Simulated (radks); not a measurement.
Polarisability of the germanium ion Ge6+, [Ar] 3d8, at imaginary frequency. Method: scalar-relativistic Kohn-Sham, LDA (Slater exchange, VWN5 correlation), spin-unpolarised, spherical densities, finite nucleus; Fermi nuclear charge, rms radius 4.0742 fm; computed with a radial shooting solver on a logarithmic mesh with Libxc functionals. Response by self-consistent Sternheimer equations with the Hartree and adiabatic LDA kernel, the relativistic mass of each level held fixed and spin-orbit coupling left out.

| w (hartree) | alpha1(iw) (bohr^3) |
|---|---|
| 0.00266 | 0.4384 |
| 0.0143 | 0.4384 |
| 0.0360 | 0.4384 |
| 0.0697 | 0.4383 |
| 0.118 | 0.4380 |
| 0.186 | 0.4373 |
| 0.280 | 0.4359 |
| 0.413 | 0.4330 |
| 0.605 | 0.4271 |
| 0.892 | 0.4149 |
| 1.35 | 0.3902 |
| 2.12 | 0.3422 |
| 3.59 | 0.2588 |
| 6.94 | 0.1433 |
| 17.5 | 0.04119 |

Static values: alpha1 = 0.4384 bohr^3 (0.06497 angstrom^3; uncoupled 0.5267). C6 = 0.6577, triple-dipole C9 = 0.2032 atomic units. One-pole (London) frequency 4 C6 / (3 alpha1^2) = 4.562 hartree, against 4.895 for minus the highest occupied eigenvalue.
